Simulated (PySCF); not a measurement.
These 2 structures share the formula C7H12O2S. Method: PBE0-D3(BJ)/def2-SVP geometry optimisation, gas phase (PySCF 2.14.0). Energies are electronic, without zero-point or thermal terms, for one conformer each. No frequencies were run at this level. Point groups hold within 0.08 Å.

**Question.** Rank from lowest to highest electronic energy at this level (kcal/mol).
A. `[CH3:1][S:2](=[O:3])(=[O:4])/[CH:5]=[CH:6]\[CH:7]1[CH2:8][CH2:9][CH2:10]1` with C1–S2–C5–C6 -178°, C5–C6–C7–C8 -159°, C6–C7–C8–C9 -141°, C7–C8–C9–C10 20°, C8–C9–C10–C7 -20°, C6–C7–C10–C9 143°
B. `[CH:1]#[C:2][CH2:3][S:4](=[O:5])(=[O:6])[C@H:7]([CH3:8])[CH2:9][CH3:10]` with C2–C3–S4–O5 171°, C3–S4–C7–C8 -174°, S4–C7–C9–C10 180°

**Answer.** A (0.0), B (10.2).

As drawn, the lower has a four-membered ring and a C=C bond outside aromatic rings, which the higher lacks; the higher has a C≡C bond, which the lower lacks.

```json
{"SMILES": "CS(=O)(=O)/C=C\\C1CCC1", "E (Eh)": "-821.44828", "E rel (kcal/mol)": "0.0", "dipole (D)": "3.74", "point group": "C1", "A, B, C (MHz)": "2699, 642.6, 619.4"}
{"SMILES": "C#CCS(=O)(=O)[C@H](C)CC", "E (Eh)": "-821.43207", "E rel (kcal/mol)": "10.2", "dipole (D)": "4.38", "point group": "C1", "A, B, C (MHz)": "1337, 976.7, 738.3"}
```

**Question.** As an exercise, what shares would exp(−E/RT) give at 2000 K from these electronic energies alone (no entropy, no degeneracies)?

**Answer.** RT = 3.974 kcal/mol: CS(=O)(=O)/C=C\C1CCC1 92.8 %, C#CCS(=O)(=O)[C@H](C)CC 7.2 %.
